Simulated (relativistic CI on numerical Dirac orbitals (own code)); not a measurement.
# Magnetism of Ag4+, 4d7, in a crystal field

Calculated by Dirac-Coulomb-Breit CI, separate exchange-only KLI orbitals for each configuration, model QED (radiative potential, 1s self-energy scaled to tabulated hydrogen-like ionisation energies), valence Slater integrals scaled by 0.8, one configuration in a parametric crystal field (own radial code).

Field parameters in Wybourne normalisation: D4h B²₀ = −7Ds, B⁴₀ = 21(Dq − Dt), B⁴₄ = 21√(5/14) Dq. The field is a parameter set, without covalency.

S is read from ⟨S²⟩ = S(S + 1).

Powder χT (cm³ K mol⁻¹) by Van Vleck's formula, with temperature-independent terms:

| Field | 2 K | 5 K | 10 K | 20 K | 50 K | 100 K | 200 K | 300 K |
| --- | --- | --- | --- | --- | --- | --- | --- | --- |
| D4h, 10Dq = 21500, Ds = -1500, Dt = -300 cm⁻¹ | 0.557 | 0.557 | 0.558 | 0.559 | 0.564 | 0.572 | 0.587 | 0.603 |
| D4h, 10Dq = 21500, Ds = 3000, Dt = -300 cm⁻¹ | 0.604 | 0.604 | 0.605 | 0.607 | 0.612 | 0.621 | 0.639 | 0.657 |
| D4h, 10Dq = 21500, Ds = 2590, Dt = -300 cm⁻¹ | 0.602 | 0.602 | 0.603 | 0.605 | 0.611 | 0.62 | 0.638 | 0.656 |
| D4h, 10Dq = 21500, Ds = 2180, Dt = -300 cm⁻¹ | 0.6 | 0.601 | 0.602 | 0.604 | 0.609 | 0.618 | 0.637 | 0.655 |
| D4h, 10Dq = 21500, Ds = 1770, Dt = -300 cm⁻¹ | 0.599 | 0.599 | 0.6 | 0.602 | 0.608 | 0.617 | 0.635 | 0.654 |
| D4h, 10Dq = 21500, Ds = 1360, Dt = -300 cm⁻¹ | 0.598 | 0.598 | 0.599 | 0.601 | 0.607 | 0.616 | 0.634 | 0.653 |
| D4h, 10Dq = 21500, Ds = 950, Dt = -300 cm⁻¹ | 0.597 | 0.597 | 0.598 | 0.6 | 0.606 | 0.615 | 0.634 | 0.653 |
| D4h, 10Dq = 21500, Ds = 550, Dt = -300 cm⁻¹ | 0.596 | 0.597 | 0.598 | 0.6 | 0.605 | 0.615 | 0.634 | 0.653 |

**Question.** For D4h, 10Dq = 21500, Ds = 2180, Dt = -300 cm⁻¹: what effective moment follows at 300 K?

**Answer.** μ_eff = √(8χT) = 2.29 μB. The ground level has S = 0.69; the spin-only moment for S = 1/2 is 1.73 μB. The difference comes from the orbital moment, spin-orbit mixing of terms and temperature-independent paramagnetism, all larger in this ionic model than in covalent complexes.
